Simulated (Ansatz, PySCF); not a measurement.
Gas-phase reaction (SMILES): C[O][Al]([Br])[Br] + N (NH3) → [NH2][Al]([Br])[Br] + CO (CH4O) [methanol]; ammonia cleaves one Al-O bond, a model of a ligand-exchange step.

Each molecule is optimised on its own at B3LYP-D3(BJ)/def2-TZVP (Ansatz, an electronic-structure program), one conformer each, not searched for the lowest. Valence correlation only, unless marked. Spin-orbit coupling is left out. Frozen are the shells of the preceding noble gas and the d and f shells that filled before the atom's block. No relativistic terms. CBS marks a two-point X^-3 extrapolation of the correlation energy; Hartree-Fock from the larger set. Thermal terms are rigid-rotor harmonic-oscillator values from B3LYP-D3(BJ) frequencies (Ansatz or PySCF) at 298.15 K and 1 atm. 1 Eh = 627.5095 kcal/mol.

| species | E, CCSD(T)/CBS(def2-TZVPP,def2-QZVPP) (Ansatz) (Eh) | E, wB97M-V/def2-TZVPD (Ansatz) (Eh) | H - E (Eh) |
|---|---|---|---|
| C[O][Al]([Br])[Br] | -5502.58957 | -5505.77596 | 0.05326 |
| N (NH3) | -56.50503 | -56.55014 | 0.03799 |
| [NH2][Al]([Br])[Br] | -5443.46891 | -5446.59503 | 0.03536 |
| CO (CH4O) | -115.61116 | -115.71687 | 0.05533 |

Problem. Work out ΔE and ΔH at 298.15 K at the first level, then ΔH at the second.

Solution. 
1. ΔE = [(-5443.46891) + (-115.61116)] - [(-5502.58957) + (-56.50503)] = 0.01453 Eh = 9.1 kcal/mol at CCSD(T)/CBS(def2-TZVPP,def2-QZVPP).
2. The terms H - E add up to -0.00056 Eh, so ΔH = (0.01453 + (-0.00056))×627.5095 = 8.8 kcal/mol.
3. At wB97M-V/def2-TZVPD the same steps give ΔE = 8.9 and ΔH = 8.6 kcal/mol, a shift of -0.2 from the first level.
4. These values are not checked against measurement here, since the tables used lack a sound gas-phase enthalpy of formation for at least one species.
